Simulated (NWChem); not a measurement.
Correlation energy of formate (CHO2 (-1))

```xyz
4

O      1.1320     0.0000     0.2065
C      0.0000     0.0000    -0.3052
O     -1.1320     0.0000     0.2065
H      0.0000     0.0000    -1.4728
```
Charge -1, spin multiplicity 1.

The numbers come from NWChem runs, not from measurements. The geometry was optimised at PBE0/def2-SVP, a minimum by its harmonic frequencies.

Basis set: def2-SVPD. Each correlation energy counts from its own Hartree-Fock reference.

The correlated methods keep 3 core orbitals frozen. The anion's geometry comes from a basis without diffuse functions. No row is a measurement; the coupled-cluster row has its own basis-set and correlation limits.

```json
[
 {"method": "CCSD(T)", "correlation energy (mHa)": "-556.8"},
 {"method": "CCSD+T(CCSD)", "correlation energy (mHa)": "[?]"},
 {"method": "MP2", "correlation energy (mHa)": "[?]"},
 {"method": "CR-CCSD(T)", "correlation energy (mHa)": "-552.0"},
 {"method": "SCS-MP2", "correlation energy (mHa)": "-512.2"},
 {"method": "CCSD", "correlation energy (mHa)": "[?]"},
 {"method": "CR-CCSD[T]", "correlation energy (mHa)": "-553.8"}
]
```

Q: Complete the blanks.

A: 
- CCSD+T(CCSD), correlation energy (mHa): -559.3
- MP2, correlation energy (mHa): -532.4
- CCSD, correlation energy (mHa): -536.3
